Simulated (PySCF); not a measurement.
**Cost of excited-state runs on SMILES FC1(SCC2CC2)CC1, C7H11FS**

Molfile (atoms numbered from 1):
```
C7H11FS
     RDKit          3D

 20 21  0  0  0  0  0  0  0  0999 V2000
    1.0126    1.8317   -0.4020 F   0  0  0  0  0  0  0  0  0  0  0  0
    1.6163    0.8461    0.3334 C   0  0  0  0  0  0  0  0  0  0  0  0
    0.5108    0.0578    1.4971 S   0  0  0  0  0  0  0  0  0  0  0  0
   -0.4708   -0.9859    0.3478 C   0  0  0  0  0  0  0  0  0  0  0  0
   -1.4732   -0.1903   -0.4353 C   0  0  0  0  0  0  0  0  0  0  0  0
   -2.7639    0.2075    0.2142 C   0  0  0  0  0  0  0  0  0  0  0  0
   -2.7593   -0.8438   -0.8511 C   0  0  0  0  0  0  0  0  0  0  0  0
    3.0459    1.0698    0.7007 C   0  0  0  0  0  0  0  0  0  0  0  0
    2.6861    0.0638   -0.3586 C   0  0  0  0  0  0  0  0  0  0  0  0
   -0.9624   -1.7102    0.9963 H   0  0  0  0  0  0  0  0  0  0  0  0
    0.2391   -1.5002   -0.3015 H   0  0  0  0  0  0  0  0  0  0  0  0
   -1.0314    0.5166   -1.1264 H   0  0  0  0  0  0  0  0  0  0  0  0
   -2.9302   -0.1019    1.2351 H   0  0  0  0  0  0  0  0  0  0  0  0
   -3.1752    1.1777   -0.0164 H   0  0  0  0  0  0  0  0  0  0  0  0
   -2.9242   -1.8694   -0.5561 H   0  0  0  0  0  0  0  0  0  0  0  0
   -3.1651   -0.6004   -1.8209 H   0  0  0  0  0  0  0  0  0  0  0  0
    3.4923    2.0018    0.3894 H   0  0  0  0  0  0  0  0  0  0  0  0
    3.3766    0.7122    1.6627 H   0  0  0  0  0  0  0  0  0  0  0  0
    2.7795   -0.9851   -0.1226 H   0  0  0  0  0  0  0  0  0  0  0  0
    2.8916    0.3130   -1.3889 H   0  0  0  0  0  0  0  0  0  0  0  0
  1  2  1  0
  2  3  1  0
  3  4  1  0
  4  5  1  0
  5  6  1  0
  6  7  1  0
  2  8  1  0
  8  9  1  0
  9  2  1  0
  7  5  1  0
  4 10  1  0
  4 11  1  0
  5 12  1  0
  6 13  1  0
  6 14  1  0
  7 15  1  0
  7 16  1  0
  8 17  1  0
  8 18  1  0
  9 19  1  0
  9 20  1  0
M  END
```

PySCF with density fitting, on 1 thread of an AMD EPYC 9R14, shared host. Command: `OMP_NUM_THREADS=1 python excited_run.py task.json out`

How long does each of these runs take, and how much memory?
- magnetisability and related constants, KT3/pcSseg-1; writes grids
- magnetisability and related constants, PBE0/def2-SVP; usual settings


| run | level | basis functions | wall time | peak memory (GiB) |
| --- | --- | --- | --- | --- |
| magnetisability and related constants | KT3/pcSseg-1 | 215 | 58 s | 0.77 |
| magnetisability and related constants | PBE0/def2-SVP | 185 | 27 s | 0.86 |

Times from a shared host are rough.
